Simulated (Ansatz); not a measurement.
Reactions of `CNB(S)C=O`.

Program: Ansatz. Geometries: PBE0-D4/def2-TZVP. ΔE: electronic, gas phase. CCSD(T)/CBS is the MP2 limit (def2-TZVPP, def2-QZVPP) plus CCSD(T) − MP2 in def2-TZVPP, frozen cores. This one scheme is used for every species, atoms too. Functionals use def2-TZVPP. No spin–orbit coupling; open shells (•) take unrestricted orbitals. Spin–orbit coupling would lower the free atoms: a little for B, C, O, S. One conformer a species, not always the lowest.

| reaction | CCSD/CBS(def2) (kJ/mol) | B2PLYP (kJ/mol) | PBE-D4 (kJ/mol) | CCSD(T)/CBS(def2) (kJ/mol) |
| --- | --- | --- | --- | --- |
| `CNB(S)C=O` + H–F → `CNB(F)S` + `C=O` | -113 | -119 | -99 | -107 |
| `CNB(S)C=O` → `C=C(N)SBO` | -18 | -16 | -19 | -22 |
| `CNB(S)C=O` + H₂ → `CNBS` + `C=O` | -17 | -16 | 2 | -9 |
| `CNB(S)C=O` → B• + 2 C• + 6 H• + N• + O• + S• | 4656 | 4716 | 4918 | 4743 |
| `CNB(S)C=O` + `O[SiH2][SiH3]` → `O=CO[SiH2][SiH3]` + `CNBS` | -26 | -33 | -30 | -26 |
| `CNB(S)C=O` + `[SiH3]S` → `O=CS[SiH3]` + `CNBS` | 2 | -7 | -12 | -1 |
| `CNB(S)C=O` + HCl → `O=CB(S)Cl` + CH₃NH₂ | 60 | 57 | 58 | 60 |

Largest T1 diagnostic: 0.017, for `O=CS[SiH3]`.
